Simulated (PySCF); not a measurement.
Compound: C5H7BS.
Numbering: `[BH2:1][c:2]1[cH:3][c:4]([CH3:5])[cH:6][s:7]1` (hydrogens: H8, H9 on B1; H10 on C3; H11, H12, H13 on C5; H14 on C6)

Cartesian coordinates in Å at the PBE0-D3(BJ)/def2-SVP level; atoms count from 1:
```xyz
14
C5H7BS angstrom
B      2.8882    0.1565   -0.4650
C      1.4130    0.3778   -0.1776
C      0.3787   -0.5513   -0.1454
C     -0.8952   -0.0105    0.1519
C     -2.1617   -0.8034    0.2375
C     -0.8097    1.3581    0.3453
S      0.7741    1.9545    0.1698
H      3.6671    1.0810   -0.4626
H      3.2789   -0.9636   -0.7011
H      0.5568   -1.6124   -0.3350
H     -2.0475   -1.6629    0.9155
H     -2.4484   -1.2015   -0.7491
H     -2.9956   -0.1905    0.6063
H     -1.6334    2.0304    0.5892
```

Linear response at B3LYP/def2-SVPD (PySCF, frozen core in the response, non-relativistic).

Static isotropic polarisability: 96.04 au (14.23 Å³), principal values 59.8, 99.8, 128.5 au.

Q: What is the polarisability at 1064 nm and at the sodium D line?

A: 97.60 au at 1064 nm (+1.6 %), 101.68 au at 589.3 nm (+5.9 %). The rise at 589.3 nm is 3.61 times that at 1064 nm; a pure ω² law gives 3.26. The lowest singlet lies at 288 nm, shorter than both wavelengths.

Q: What is the isotropic C6 coefficient between two such molecules, C6 = (3/π)∫α(iω)² dω?

A: 3162 au (Eh·bohr⁶) by a ten-point quadrature over imaginary frequencies, which is 1890 eV·Å⁶ or 182 J·nm⁶/mol.

Q: Which effective excitation energy ω̄ makes London's formula C6 = (3/4)α²ω̄ exact here?

A: ω̄ = 4·C6/(3α²) = 0.457 Eh = 12.4 eV. A one-pole form α(ω) = α/(1 − ω²/ω̄²) fitted to the 1064 nm value gives 9.2 eV.

Q: How anisotropic is the static polarisability, by Δα² = ½[(α1 − α2)² + (α2 − α3)² + (α3 − α1)²]?

A: Δα = 59.8 au, or 0.62 of the isotropic value.

Q: The lowest 6 singlets have (eV, f): 4.31, 0.076; 4.75, 0.229; 5.38, 0.000; 5.99, 0.003; 6.13, 0.000; 6.35, 0.002. What share of the static polarisability do they carry in the sum over states α = Σ f/ω²?

A: 10.63 au, 11.1 % of α; the largest term, 7.51 au, is that of the state at 4.75 eV. Their oscillator strengths add up to 0.31. Higher states carry the rest.

Q: What n − 1 at the D line would an ideal gas of it have at 273.15 K and 1 atm (2.6868 × 10¹⁹ cm⁻³), by n − 1 = 2π·N·α′?

A: 25.44 × 10⁻⁴, a formal value whether or not that pressure can be reached.

Q: What molar refraction at the D line follows from R = (4π/3)·N_A·α′, with α′ the polarisability volume?

A: α′ = 15.07 Å³ gives R = 38.01 cm³/mol, for isolated, non-vibrating species.

Time: 22 s; peak memory 0.85 GiB. Hardware: one thread of an Intel Xeon 6975P-C (shared host). This is the whole response run at B3LYP/def2-SVPD, SCF included.
